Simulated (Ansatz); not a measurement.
Relaxation of AlClH₄N₂ (8 atoms, charge 0, multiplicity 1), to a largest force component of 0.02 eV/Å in at most 40 steps.

Method: RKS PBE0-D4/def2-SVP in Ansatz.

```xyz
8
Properties=species:S:1:pos:R:3:forces:R:3
Al 0.000 0.000 0.000 1.13 -0.01 0.74
N 0.000 0.000 1.920 -0.27 -0.07 -1.86
H -0.877 -0.271 2.450 1.86 0.71 -0.51
H 0.877 0.271 2.450 -1.84 -0.68 -0.61
N 1.663 0.000 -0.960 -1.28 0.10 0.83
H 2.129 -0.918 -1.212 -0.51 2.03 0.24
H 2.114 0.918 -1.238 -0.47 -2.05 0.22
Cl -1.931 0.000 -1.115 1.39 -0.04 0.96
```

Where does it end, and by what steps?

It converged. After 10 steps the energy has fallen by 1.151 eV; H7 moved furthest, 1.13 Å.

| step | energy less start (eV) | largest force component (eV/Å) | accepted |
| --- | --- | --- | --- |
| 0 | 0.0000 | 2.048 | yes |
| 1 | -0.7975 | 1.249 | yes |
| 2 | -0.9173 | 0.899 | yes |
| 3 | -0.9582 | 0.337 | yes |
| 4 | -0.9991 | 0.441 | yes |
| 5 | -1.0587 | 0.264 | yes |
| 6 | -1.1032 | 0.354 | yes |
| 7 | -1.1350 | 0.181 | yes |
| 8 | -1.1492 | 0.125 | yes |
| 9 | -1.1501 | 0.085 | yes |
| 10 | -1.1514 | 0.003 | yes |

```xyz
8
Properties=species:S:1:pos:R:3
Al 0.076 0.069 0.047
N 0.011 -0.131 1.798
H -0.848 -0.110 2.334
H 0.802 -0.279 2.413
N 1.568 0.035 -0.891
H 2.502 -0.109 -0.525
H 1.603 0.158 -1.896
Cl -1.738 0.367 -0.985
```

Whether the end is a true minimum wasn't checked by a vibrational analysis.

Run time: 28 s on 2 threads of AMD EPYC 7R43 64-Core Processor (Zen 3) (shared host), peak memory 0.18 GiB.
